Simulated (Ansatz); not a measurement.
Geometry optimisation, RKS BHLYP-D4/cc-pVDZ in Ansatz 0.2.0.

Input file:

```yaml
crystal:
  periodic: [false, false, false]
  atoms:
    - { symbol: Si, position_ang: [0.067107, -0.673725, -1.027712] }
    - { symbol: F, position_ang: [0.702629, 0.73921, -1.65133] }
    - { symbol: H, position_ang: [0.680373, -1.756595, -1.840796] }
    - { symbol: H, position_ang: [-1.393235, -0.664945, -1.277399] }
    - { symbol: Si, position_ang: [0.679217, -0.880271, 1.226178] }
    - { symbol: H, position_ang: [-0.314279, 2.164862, -0.356021] }
    - { symbol: O, position_ang: [-1.058065, 1.90556, 0.197988] }
    - { symbol: H, position_ang: [0.416845, 0.358244, 1.992264] }
    - { symbol: H, position_ang: [-0.09093, -2.011871, 1.81041] }
    - { symbol: H, position_ang: [2.127131, -1.215172, 1.297442] }
    - { symbol: H, position_ang: [-1.816694, 2.034703, -0.370925] }
basis:
  gaussian: { orbitals: cc-pVDZ }
hamiltonian:
  xc: { name: BHLYP }
  dispersion: d4
relax:
  f_tol: 0.03
  max_steps: 50
```

Launched with:

```bash
$ ansatz run input.yaml --threads 2 --pin off --max-ram 3072MiB --backend cpu --events-out ev --progress --plain --runs-dir out
```

**Question.** Where does it end, and by what steps?

**Answer.** It converged. After 7 steps the energy has fallen by 0.008 eV; H6 moved furthest, 0.13 Å.

```tsv
step	energy less start (eV)	largest force component (eV/Å)	accepted
0	0.0000	0.285	yes
1	0.0120	0.932	no
2	-0.0052	0.169	yes
3	-0.0070	0.183	yes
4	-0.0074	0.112	yes
5	-0.0078	0.046	yes
6	-0.0078	0.041	yes
7	-0.0079	0.016	yes
```

```xyz
11
Properties=species:S:1:pos:R:3
Si 0.078 -0.658 -1.019
F 0.679 0.764 -1.635
H 0.708 -1.724 -1.842
H -1.382 -0.676 -1.269
Si 0.684 -0.885 1.235
H -0.343 2.098 -0.465
O -1.035 1.900 0.170
H 0.438 0.351 2.010
H -0.110 -2.009 1.805
H 2.124 -1.252 1.315
H -1.842 2.091 -0.306
```

Whether the end is a true minimum wasn't checked by a vibrational analysis.

Run time: 11 s on 2 threads of AMD EPYC 9R45 96-Core Processor (Zen 5) (shared host), peak memory 0.23 GiB.
